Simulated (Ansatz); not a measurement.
A series at In: from trimethylindium, ligands are replaced one by one, each step taking up H–F and setting free CH₄; n counts the steps. Ansatz, PBE0-D4/def2-TZVP geometries.

```tsv
n	molecule	HOMO energy, ωB97M-V/def2-TZVPP (eV)
0	`[CH3][In]([CH3])[CH3]`	?
1	`[CH3][In]([CH3])[F]`	-9.90
2	`[CH3][In]([F])[F]`	-11.47
3	`[F][In]([F])[F]`	-13.63
```

By hand: fit a straight line y = ȳ + b (n − n̄) to the 3 given rows and predict n = 0.

n̄ = 2.000, ȳ = -11.667; Σ(n − n̄)(y − ȳ) = -3.730, Σ(n − n̄)² = 2.000, so b = -1.865 eV a step. Prediction: -11.667 + (-1.865) × (-2.000) = -7.94 eV.

By hand: compare with the computed value, -9.18 eV, and give the steps along the whole series.

The line misses by -1.24 eV (computed minus predicted). Steps: -0.72, -1.57, -2.16 eV.

The steps grow at each stage, from -0.72 to -2.16 eV, so the series is curved and an end member is harder to predict than an inner one. The highest orbital can change its character along such a series. The miss is 27.9 % of the series' range.
